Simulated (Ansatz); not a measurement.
`ClC[SiH2][SbH2]` + Cl₂ → `[Cl][SbH2]` + `ClC[SiH2]Cl`  (formal exchange of groups at the Sb–Si bond)

Gas-phase electronic energies from Ansatz, PBE0-D4/def2-TZVP geometries. CCSD(T)/CBS adds triple-zeta CCSD(T) − MP2 to the extrapolated MP2 energy (def2 sets, frozen cores). This one scheme is used for every species. Functionals use def2-TZVPP. B3LYP here is the variant with VWN-RPA as its local correlation; programs differ in this. def2 core potentials past Kr. For Sb outer-core shells are correlated without core-valence functions, which leaves a few kJ/mol of doubt a bond. One conformer a species, not always the lowest.

| level | ΔE (kJ/mol) | difference from CCSD(T)/CBS |
| --- | --- | --- |
| PBE-D4 | -273.7 | 20.9 |
| r2SCAN-D4 | -299.6 | -5.0 |
| PBE0-D4 | -286.6 | 8.0 |
| B3LYP-D4 | -291.6 | 3.0 |
| ωB97X-V | -299.7 | -5.1 |
| ωB97M-V | -298.4 | -3.8 |
| B2PLYP | -301.7 | -7.1 |
| PBE | -277.4 | 17.2 |
| r2SCAN | -300.8 | -6.2 |
| PBE0 | -290.2 | 4.4 |
| B3LYP | -297.5 | -2.9 |
| HF/def2-TZVPP | -334.0 | -39.4 |
| MP2/def2-TZVPP | -306.0 | -11.4 |
| SCS-MP2/def2-TZVPP | -305.3 | -10.7 |
| CCSD/def2-TZVPP | -299.4 | -4.8 |
| CCSD(T)/def2-TZVPP | -294.1 | 0.5 |
| HF/def2-QZVPP | -334.8 | -40.2 |
| MP2/def2-QZVPP | -306.6 | -12.0 |
| SCS-MP2/def2-QZVPP | -306.5 | -11.9 |
| HF/CBS(def2) | -335.0 | -40.4 |
| MP2/CBS(def2) | -306.5 | -11.9 |
| CCSD/CBS(def2) | -299.9 | -5.3 |
| CCSD(T)/CBS | -294.6 | 0 |

Largest T1 diagnostic among the species: 0.013.

The D4 term adds +5.9 kJ/mol with B3LYP and +3.5 kJ/mol with PBE0; it sums over pairs of atoms, weighted by their polarisabilities, and B3LYP, whose exchange is more repulsive, gets the larger term. In def2-TZVPP, CCSD(T) changes the Hartree–Fock value by +39.9 kJ/mol (the triples alone add +5.3 kJ/mol) and MP2 by +28.0 kJ/mol. From PBE to PBE0 (25 % exact exchange), in def2-TZVPP and without D4, ΔE moves by −12.8 kJ/mol.
